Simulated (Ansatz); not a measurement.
One change: `[SiH3][SiH2]S[SiH3]` becomes `C[SiH2]S[SiH3]`.

Ansatz, PBE0-D4/def2-TZVP geometries, multiplicity 1. Each molecule was computed in one conformer, which needn't be the lowest.

```
                                        property  `[SiH3][SiH2]S[SiH3]`
size of the dipole moment (B3LYP/def2-TZVPP) / D                   0.87
              LUMO energy (PBE0/def2-TZVPP) / eV                  -0.53
               LUMO energy (PBE/def2-TZVPP) / eV                  -1.38
         HOMO–LUMO gap (ωB97M-V/def2-TZVPP) / eV                  10.58
             HOMO–LUMO gap (PBE/def2-TZVPP) / eV                   4.78
             LUMO energy (B3LYP/def2-TZVPP) / eV                  -0.68
```

Task: What does the change do to each property? (Best estimate.)

Result: The calculation gave: 
```tsv
property	`C[SiH2]S[SiH3]`	shift
size of the dipole moment (B3LYP/def2-TZVPP) / D	1.06	0.19
LUMO energy (PBE0/def2-TZVPP) / eV	0.11	0.64
LUMO energy (PBE/def2-TZVPP) / eV	-0.74	0.64
HOMO–LUMO gap (ωB97M-V/def2-TZVPP) / eV	11.36	0.78
HOMO–LUMO gap (PBE/def2-TZVPP) / eV	5.44	0.66
LUMO energy (B3LYP/def2-TZVPP) / eV	-0.07	0.61
```

With PBE0 the HOMO falls by 0.08 eV and the LUMO rises by 0.64 eV, so the gap widens by about 0.72 eV. PBE moves the HOMO by -0.02 eV and ωB97M-V by -0.18 eV. Dipoles are sizes alone; their direction can turn.

Positive LUMOs are unbound, so they and the gaps depend on the basis.

B3LYP here is the variant with VWN-RPA as its local correlation; programs differ in this.
